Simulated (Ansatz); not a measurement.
A first, cheap relaxation of CH3ClO2Si (`O[Si]1(Cl)CO1`).

```yaml
crystal:
  periodic: [false, false, false]
  atoms:
    - {symbol: O, position_ang: [-0.717400, 1.385100, 1.007600]}
    - {symbol: Si, position_ang: [0.127300, 0.103800, 0.626800]}
    - {symbol: Cl, position_ang: [1.977500, 0.282400, 1.341200]}
    - {symbol: C, position_ang: [-0.182500, -1.056300, -0.707900]}
    - {symbol: O, position_ang: [0.366900, 0.160400, -1.033000]}
    - {symbol: H, position_ang: [-0.584700, 2.211200, 0.427000]}
    - {symbol: H, position_ang: [-1.272400, -1.193200, -0.954400]}
    - {symbol: H, position_ang: [0.377500, -1.950500, -0.763200]}
basis:
  gaussian: {orbitals: def2-SVP}
hamiltonian: {xc: pbe, dispersion: d4}
relax: {f_tol: 0.03, max_steps: 200}
```

```sh
$ ansatz run in.yaml --threads 2 --pin off --events-out ev --progress --plain --max-ram 4352MiB
```

Shortened log:

```
Functional definition: PBE
mean field -25555.95300453 eV, -939.1639504694 hartree, gradient 1.8e-5 eV, S^2 0.000000; 0 other end points of the search recorded, 0 dependent functions left out
relax step   1: F+E_penalty+E_count = -25556.15396567 eV  Δ(F+E_penalty+E_count) = +0.000e0 eV  max|allowed force component| = 3.628e0 eV/Å  Δτ_max = 0.0000 Å  (28 SCF iters, accepted)
mean field -25556.56688672 eV, -939.1865102237 hartree, gradient 2.6e-5 eV, S^2 0.000000; 0 other end points of the search recorded, 0 dependent functions left out
relax step   2: F+E_penalty+E_count = -25556.76160545 eV  Δ(F+E_penalty+E_count) = -6.076e-1 eV  max|allowed force component| = 1.462e0 eV/Å  Δτ_max = 0.1945 Å  (35 SCF iters, accepted)
mean field -25556.71656557 eV, -939.1920108201 hartree, gradient 7.4e-6 eV, S^2 0.000000; 0 other end points of the search recorded, 0 dependent functions left out
relax step   3: F+E_penalty+E_count = -25556.91057967 eV  Δ(F+E_penalty+E_count) = -1.490e-1 eV  max|allowed force component| = 1.443e0 eV/Å  Δτ_max = 0.2000 Å  (35 SCF iters, accepted)
mean field -25556.78068488 eV, -939.1943671611 hartree, gradient 1.8e-5 eV, S^2 0.000000; 0 other end points of the search recorded, 0 dependent functions left out
relax step   4: F+E_penalty+E_count = -25556.97436024 eV  Δ(F+E_penalty+E_count) = -6.378e-2 eV  max|allowed force component| = 3.359e-1 eV/Å  Δτ_max = 0.0839 Å  (29 SCF iters, accepted)
mean field -25556.79511649 eV, -939.1948975130 hartree, gradient 2.6e-5 eV, S^2 0.000000; 0 other end points of the search recorded, 0 dependent functions left out
relax step   5: F+E_penalty+E_count = -25556.98880571 eV  Δ(F+E_penalty+E_count) = -1.445e-2 eV  max|allowed force component| = 1.752e-1 eV/Å  Δτ_max = 0.0364 Å  (28 SCF iters, accepted)
mean field -25556.79962065 eV, -939.1950630379 hartree, gradient 2.5e-5 eV, S^2 0.000000; 0 other end points of the search recorded, 0 dependent functions left out
relax step   6: F+E_penalty+E_count = -25556.99343296 eV  Δ(F+E_penalty+E_count) = -4.627e-3 eV  max|allowed force component| = 3.495e-1 eV/Å  Δτ_max = 0.0561 Å  (28 SCF iters, accepted)
mean field -25556.79991257 eV, -939.1950737658 hartree, gradient 1.6e-5 eV, S^2 0.000000; 0 other end points of the search recorded, 0 dependent functions left out
relax step   7: F+E_penalty+E_count = -25556.99374149 eV  Δ(F+E_penalty+E_count) = -3.085e-4 eV  max|allowed force component| = 3.519e-1 eV/Å  Δτ_max = 0.0031 Å  (22 SCF iters, accepted)
mean field -25556.77892882 eV, -939.1943026271 hartree, gradient 1.9e-5 eV, S^2 0.000000; 0 other end points of the search recorded, 0 dependent functions left out
relax step   8: F+E_penalty+E_count = -25556.97346418 eV  Δ(F+E_penalty+E_count) = +2.028e-2 eV  max|allowed force component| = 1.286e0 eV/Å  Δτ_max = 0.1951 Å  (35 SCF iters, rejected (line search))
mean field -25556.81206440 eV, -939.1955203373 hartree, gradient 7.6e-6 eV, S^2 0.000000; 0 other end points of the search recorded, 0 dependent functions left out
relax step   9: F+E_penalty+E_count = -25557.00616455 eV  Δ(F+E_penalty+E_count) = -1.242e-2 eV  max|allowed force component| = 1.806e-1 eV/Å  Δτ_max = 0.0684 Å  (29 SCF iters, accepted)
mean field -25556.82339911 eV, -939.1959368804 hartree, gradient 1.8e-5 eV, S^2 0.000000; 0 other end points of the search recorded, 0 dependent functions left out
relax step  10: F+E_penalty+E_count = -25557.01766199 eV  Δ(F+E_penalty+E_count) = -1.150e-2 eV  max|allowed force component| = 1.561e-1 eV/Å  Δτ_max = 0.0987 Å  (29 SCF iters, accepted)
mean field -25556.83061391 eV, -939.1962020191 hartree, gradient 2.5e-5 eV, S^2 0.000000; 0 other end points of the search recorded, 0 dependent functions left out
relax step  11: F+E_penalty+E_count = -25557.02490262 eV  Δ(F+E_penalty+E_count) = -7.241e-3 eV  max|allowed force component| = 1.614e-1 eV/Å  Δτ_max = 0.0399 Å  (28 SCF iters, accepted)
mean field -25556.73153134 eV, -939.1925608019 hartree, gradient 2.4e-5 eV, S^2 0.000000; 0 other end points of the search recorded, 0 dependent functions left out
relax step  12: F+E_penalty+E_count = -25556.92575164 eV  Δ(F+E_penalty+E_count) = +9.915e-2 eV  max|allowed force component| = 2.025e0 eV/Å  Δτ_max = 0.1952 Å  (35 SCF iters, rejected (line search))
mean field -25556.83960444 eV, -939.1965324150 hartree, gradient 1.4e-5 eV, S^2 0.000000; 0 other end points of the search recorded, 0 dependent functions left out
relax step  13: F+E_penalty+E_count = -25557.03372056 eV  Δ(F+E_penalty+E_count) = -8.818e-3 eV  max|allowed force component| = 1.597e-1 eV/Å  Δτ_max = 0.0945 Å  (29 SCF iters, accepted)
mean field -25556.84207834 eV, -939.1966233292 hartree, gradient 1.3e-5 eV, S^2 0.000000; 0 other end points of the search recorded, 0 dependent functions left out
relax step  14: F+E_penalty+E_count = -25557.03606302 eV  Δ(F+E_penalty+E_count) = -2.342e-3 eV  max|allowed force component| = 1.280e-1 eV/Å  Δτ_max = 0.0986 Å  (29 SCF iters, accepted)
mean field -25556.83565040 eV, -939.1963871068 hartree, gradient 1.7e-5 eV, S^2 0.000000; 0 other end points of the search recorded, 0 dependent functions left out
relax step  15: F+E_penalty+E_count = -25557.02975048 eV  Δ(F+E_penalty+E_count) = +6.313e-3 eV  max|allowed force component| = 1.522e-1 eV/Å  Δτ_max = 0.0994 Å  (28 SCF iters, rejected (line search))
mean field -25556.84364564 eV, -939.1966809265 hartree, gradient 2.6e-5 eV, S^2 0.000000; 0 other end points of the search recorded, 0 dependent functions left out
relax step  16: F+E_penalty+E_count = -25557.03799495 eV  Δ(F+E_penalty+E_count) = -1.932e-3 eV  max|allowed force component| = 2.124e-1 eV/Å  Δτ_max = 0.0497 Å  (28 SCF iters, accepted)
mean field -25556.84602638 eV, -939.1967684171 hartree, gradient 2.6e-5 eV, S^2 0.000000; 0 other end points of the search recorded, 0 dependent functions left out
relax step  17: F+E_penalty+E_count = -25557.04022564 eV  Δ(F+E_penalty+E_count) = -2.231e-3 eV  max|allowed force component| = 1.681e-2 eV/Å  Δτ_max = 0.0101 Å  (30 SCF iters, accepted)
mean field -25556.84602638 eV, -939.1967684171 hartree, gradient 2.5e-5 eV, S^2 0.000000; 1 other end points of the search recorded, 0 dependent functions left out
Total energy: -25557.04025466 eV, -939.2039061748 hartree
Atom 0 at    -0.435290     1.615483     1.028976 Å, force     0.005107    -0.006831    -0.002130 eV/Å
Atom 1 at     0.379175     0.304548     0.424306 Å, force    -0.014250    -0.000419    -0.000595 eV/Å
Atom 2 at     2.031911     0.084758     1.611976 Å, force     0.004632    -0.000514    -0.000649 eV/Å
Atom 3 at    -0.252289    -1.037553    -0.624023 Å, force     0.003274     0.015357     0.016808 eV/Å
Atom 4 at     0.535109     0.119855    -1.234293 Å, force     0.003657     0.000155    -0.003694 eV/Å
Atom 5 at    -1.144493     1.946193     0.447638 Å, force    -0.002200     0.002402    -0.000444 eV/Å
Atom 6 at    -1.296019    -1.082733    -0.993412 Å, force     0.004373    -0.005796    -0.004429 eV/Å
Atom 7 at     0.274096    -2.007651    -0.717068 Å, force    -0.004593    -0.004354    -0.004867 eV/Å
Dipole moment:    -0.444683    -0.025421     0.011668 e Å
```

Run time 25 s (2 threads of an Arm Neoverse V2 on a shared host); peak host memory 0.15 GiB.
